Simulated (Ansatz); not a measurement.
**Reading a saddle point**

A first-order saddle point of BNH4OF2, closed shell, PBE0-D4/def2-TZVP, with one imaginary mode of 1224i cm⁻¹:

B1  (-0.325, -0.382, -0.455)
O2  (0.719, 0.746, -0.913)
F3  (-0.001, -1.566, -1.020)
F4  (-1.589, 0.071, -0.700)
H5  (0.764, 0.716, 0.250)
N6  (0.115, -0.210, 1.029)
H7  (0.282, 1.517, -1.287)
H8  (0.646, -0.973, 1.426)
H9  (-0.609, 0.081, 1.670)
(Å)

Program: Ansatz 0.2.0. Basis: def2-TZVPP and def2-QZVPP. Cores are frozen in the correlated methods. Extrapolation: Hartree–Fock as exp(−7.88 √X), correlation as X^−2.97.

(1) Which contacts change along the imaginary mode, and what lies on either side? (A judgement: the text doesn't fix the answer.)

(2) Which side is lower, and how far does the saddle lie above each? (An estimate is asked for; the value comes from the calculation.)

The T1 diagnostic stays at or below 0.011.

Answers

(1) The calculation gives: The step is BHOF₂ ([OH][B]([F])[F]) + NH₃ → BNH₂F₂ ([NH2][B]([F])[F]) + H₂O, with the molecules in contact on both sides. Shortening one way: B1–N6, O2–H5; lengthening the same way: B1–O2, H5–N6.
```
 pair  one side (Å)  saddle (Å)  other side (Å)
B1–N6          1.66        1.56            1.39
O2–H5          2.59        1.16            0.96
B1–O2          1.41        1.60            2.75
H5–N6          1.01        1.37            3.74
```

(2) By the calculation: The side with B1–O2, H5–N6 short is lower by 61.0 kJ/mol; the saddle lies 131.5 kJ/mol above it and 70.5 kJ/mol above the other (CCSD(T) at an estimated basis limit (MP2 extrapolated from triple and quadruple zeta, plus CCSD(T) − MP2 in triple zeta); electronic energies).

Labels in which every atom is bracketed show which atoms are joined, not bond orders.

For scale, one of the runs: CCSD(T)/def2-TZVPP, 211 basis functions, launched by `ansatz run in.yaml --threads 4 --pin off --events-out ev --progress --plain --max-ram 9574MiB`. Time: 2 min of wall clock on 4 CPU threads of an Intel Xeon; the host was shared. Peak host memory: 3.4 GiB.
